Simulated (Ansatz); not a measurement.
Molecule: C4H11Si, net charge -1, singlet state. It need not be the lowest isomer of its formula. Whether it binds its extra electron was not tested at this geometry. 
Geometry from a B3LYP-D3(BJ)/def2-TZVP (Ansatz, an electronic-structure program) optimisation:
SMILES: C(C)([SiH2-])(C)C
```xyz
16

C     -0.6570    -1.4432     0.5716
C      0.1875    -0.2281     0.1779
C      0.7007     0.4462     1.4519
C      1.3886    -0.7081    -0.6415
Si    -0.9244     0.9860    -0.9612
H     -1.0331    -1.9651    -0.3127
H     -1.5238    -1.1418     1.1671
H     -0.0752    -2.1644     1.1695
H      1.3117    -0.2444     2.0637
H      1.3161     1.3159     1.2118
H     -0.1295     0.7964     2.0691
H      2.0232     0.1328    -0.9364
H      2.0136    -1.4138    -0.0692
H      1.0654    -1.2110    -1.5572
H      0.0556     2.1793    -0.9048
H     -1.8019     1.5118     0.1967
```
Charge -1, spin multiplicity 1.

Basis-set convergence of Hartree-Fock and MP2 correlation energies (hartree) with Ansatz. Cores are frozen in the correlated levels unless marked. No spin-orbit coupling. Non-relativistic. This anion needs diffuse functions, which these sets lack.

| basis | functions | E(HF) | E(corr, MP2) |
|---|---|---|---|
| cc-pV(D+d)Z | 134 | -446.77436 | -0.70518 |
| cc-pV(T+d)Z | 313 | -446.83216 | -0.86300 |
| cc-pV(Q+d)Z | 614 | (withheld) | (withheld) |

Task: What belongs in the gaps?

Result: 
- cc-pV(Q+d)Z, E(HF): -446.84768
- cc-pV(Q+d)Z, E(corr, MP2): -0.91672
